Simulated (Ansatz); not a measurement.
Mg₂Si₂⁻. The state is a doublet with charge -1. Geometry r2SCAN-D4/def2-TZVPD.

```xyz
4

Mg   -0.0992   -0.9370    2.1386
Mg    0.0999    0.9407   -2.1468
Si   -0.1653   -1.0433   -0.4596
Si    0.1646    1.0396    0.4679
```

At HF/def2-TZVPD, PBE-D4/def2-SVPD, PBE-D4/def2-TZVPD, revPBE-D4/def2-TZVPD and others the charge -1 doublet is spin-contaminated (final ⟨S²⟩ up to 1.89, 0.75 for a pure state). At PBE-D4/def2-SVPD, PBE-D4/def2-TZVPD, revPBE-D4/def2-TZVPD the highest occupied level of the charge -1 doublet lies above zero (up to 0.11 eV). It is a level of α spin, whose loss leaves a singlet; that state wasn't run at this geometry and level. The electron is either unbound and held by the finite basis, or the level is raised by self-interaction error. The geometry of the doublet was relaxed on an unsound state (⟨S²⟩ 1.45, where a pure state has 0.75). The structure comes from a short search, and lower isomers may exist.

Task: Estimate the α-spin orbital energies around the gap (eV) in Ansatz with HF/def2-TZVPD, PBE-D4/def2-SVPD, PBE-D4/def2-TZVPD, revPBE-D4/def2-TZVPD, r2SCANh-D4/def2-TZVPD.

Result: 
```csv
orbital,HF/def2-TZVPD,PBE-D4/def2-SVPD,PBE-D4/def2-TZVPD,revPBE-D4/def2-TZVPD,r2SCANh-D4/def2-TZVPD
HOMO−5,-8.90,-4.46,-4.48,-4.44,-5.28
HOMO−4,-6.70,-3.10,-3.04,-3.01,-3.71
HOMO−3,-3.39,-0.90,-0.88,-0.85,-1.31
HOMO−2,-2.97,-0.73,-0.71,-0.69,-1.20
HOMO−1,-2.70,-0.27,-0.26,-0.25,-0.68
HOMO,-2.45,0.08,0.10,0.11,-0.41
LUMO,3.49,0.69,0.69,0.78,1.24
LUMO+1,3.87,1.90,1.86,1.90,2.17
LUMO+2,3.92,1.94,1.91,1.93,2.18
LUMO+3,4.10,2.31,2.32,2.33,2.68
LUMO+4,4.28,2.71,2.64,2.63,2.91
LUMO+5,4.38,2.73,2.64,2.66,3.11
β HOMO,-2.69,-0.20,-0.20,-0.19,-0.67
β LUMO,3.54,0.71,0.76,0.81,1.15
```
